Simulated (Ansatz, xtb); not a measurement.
**Relaxing a trial structure of CH4BrSi**

The starting geometry of this gas-phase doublet has its atoms placed at random.

```xyz
7

C     0.6825   -1.1341    0.1900
Br    0.3002    0.4051   -0.6607
Si   -0.1507    2.3053    0.0328
H     0.7951   -1.3969   -0.7051
H    -0.1096   -1.7389    0.7397
H    -0.2499   -0.1666    1.1370
H    -0.9235   -0.4129   -1.6282
```

**Question.** Guess where an optimisation with r2SCAN-D4/def2-SVP ends from this start.

**Answer.** It ends as a structure with Br2 bridging C1 and Si3 and H7, given below by its coordinates. Distances that change by over a tenth: C1–H4 (0.94 → 1.10 Å), Br2–Si3 (2.07 → 2.64 Å). Contacts that open: Br2–H4 (1.87 → 2.45 Å). Contacts that close: Si3–H6 (2.71 → 1.54 Å).

The energy falls by 6.87 eV over 30 steps:

| step | E − E(last) (eV) |
| --- | --- |
| 1 | 6.874 |
| 4 | 3.645 |
| 7 | 0.628 |
| 11 | 0.075 |
| 14 | 0.057 |
| 17 | 0.053 |
| 20 | 0.046 |
| 24 | 0.001 |
| 27 | 0.000 |
| 30 | 0.000 |

Final geometry (Å):

```xyz
7

C     0.7527   -1.4623   -0.0001
Br    0.2934    0.0605   -0.9552
Si   -1.0852    1.6292    0.6560
H     1.1950   -2.2015   -0.6824
H    -0.1062   -1.8144    0.5860
H     0.1570    1.4653    1.5434
H    -0.8627    0.1843   -2.0423
```

From the same start GFN2-xTB ends elsewhere, at `[SiH2]CBr`.

From so rough a start the end depends on the optimiser's path, so another program may land elsewhere. The end wasn't checked by frequencies. Open shells are spin-unrestricted. Run with Ansatz 0.2.0, 4.7 min on 2 threads of Arm Neoverse V1, with other jobs on the host.
